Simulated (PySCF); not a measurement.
C4H3F, SMILES F/C=C\C#C. Atoms are numbered in the order given.

```xyz
8

C      0.4148    -2.2182     0.0000
C     -0.1884    -1.1646     0.0000
C     -0.9238     0.0515     0.0000
C     -0.3751     1.2751     0.0000
F      0.9388     1.4752     0.0000
H      0.9556    -3.1454     0.0000
H     -2.0172     0.0008     0.0000
H     -0.9518     2.2042     0.0000
```
Charge 0, spin multiplicity 1.

The structure is a stationary point at B3LYP-D3(BJ)/def2-SVP. The structure was generated by enumeration; whether it is a known compound was not checked.

Two levels are set side by side: PBE/pcSseg-1 (PySCF) and PBE0/pcSseg-1 (PySCF). GIAO shifts against CFCl3 (¹⁹F), TMS (¹H), TMS (¹³C) at the same level; non-relativistic, no solvent, atoms listed together averaged. Differences are taken from unrounded values.

```csv
quantity,PBE0,PBE,PBE minus PBE0
δ(¹³C) of C1 (ppm),96.2,93.6,-2.6
δ(¹³C) of C2 (ppm),79.0,81.0,2.0
δ(¹³C) of C3 (ppm),99.8,97.5,-2.3
δ(¹³C) of C4 (ppm),171.5,170.7,-0.8
δ(¹⁹F) of F5 (ppm),-100.8,-107.1,-6.3
δ(¹H) of H6 (ppm),3.59,3.47,-0.12
δ(¹H) of H7 (ppm),5.17,5.11,-0.06
δ(¹H) of H8 (ppm),7.11,7.12,0.01
```

Rough cost on one machine, each run with all the roots and properties that it gave: PBE0 against PBE within a factor of 2.
